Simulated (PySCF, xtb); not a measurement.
H3InOS2, SMILES [In]([OH])([SH])[SH]. Other conformers were not sampled.

Harmonic wavenumbers (cm⁻¹) from GFN2-xTB in xtb 6.7.1 at its own minimum, in rising order: 65, 67, 99, 113, 168, 201, 281, 340, 423, 568, 616, 644, 2384, 2409, 3641.

Question: What does PBE-D3(BJ)/def2-SVP in PySCF give at its own minimum? (Estimate from the structure and the level; the computed values follow.)

Answer: 73, 97, 106, 106, 199, 224, 312, 356, 574, 629, 668, 805, 2613, 2614, 3707. Paired by order, the mean absolute difference is 72 cm⁻¹ and the zero-point energies are 17.2 and 18.7 kcal/mol.
